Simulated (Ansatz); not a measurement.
One geometry of AsSbSbSb tetrahedron (Sb₃As), several levels of theory.

```yaml
crystal:
  periodic: [false, false, false]
  atoms:
    - {symbol: As, position_ang: [1.255165, 0.729160, 0.641576]}
    - {symbol: Sb, position_ang: [-1.225865, 1.190118, -0.262960]}
    - {symbol: Sb, position_ang: [0.506641, -0.710576, -1.492201]}
    - {symbol: Sb, position_ang: [-0.535931, -1.208702, 1.113595]}
basis:
  gaussian: {orbitals: def2-TZVP, initial_orbitals: start.molden}
hamiltonian: {xc: {name: B2PLYP}}
scf: {omitted_lower_state_checks: [starts]}
```

The file start.molden holds the orbitals of an earlier run on this structure, at another level or in another basis.

```sh
$ ansatz run in.yaml --threads 4 --pin off --events-out ev --progress --plain --max-ram 3916MiB
```

It prints (some lines left out):

```
Functional definition: B2PLYP
1719 factors; integrals over basis functions are off by at most 9.1e-4 eV
mean field evaluation 1: about -80419.4163 eV, gradient 9.8e0 eV
mean field evaluation 2: about -80419.5158 eV, gradient 1.2e-1 eV
mean field evaluation 4: about -80419.7655 eV, gradient 3.4e-3 eV
mean field evaluation 8: about -80419.7655 eV, gradient 2.7e-6 eV
mean field -80419.76549175 eV, -2955.3718713470 hartree, gradient 2.9e-6 eV, S^2 0.000000; 0 other end points of the search recorded, 0 dependent functions left out
21 core orbitals not correlated: weight in the atoms' cores, before any rotation towards them, 1.000 or more for the frozen orbitals, at most 0.000 for the correlated occupied ones
reference -80419.76562943 eV, -2955.3718764065 hartree; 30, 30 occupied and 147, 147 virtual orbitals, 1719 factors
second order -42.98964506 eV of doubles, -0.00000000 eV of singles
Total energy: -80431.37283359 eV, -2955.7984332920 hartree
Checks for a lower state left out: starts
```

Run time 6.5 s (4 threads of Arm Neoverse V2 on a shared host), peak host memory 0.64 GiB.

Geometry: PBE-D4/def2-SVP.

In the def2 sets Sb takes a core potential; there is no spin–orbit coupling. Correlated methods freeze 21 core orbitals; core or outer-core shells of As, Sb are correlated, in sets that lack core-valence functions.
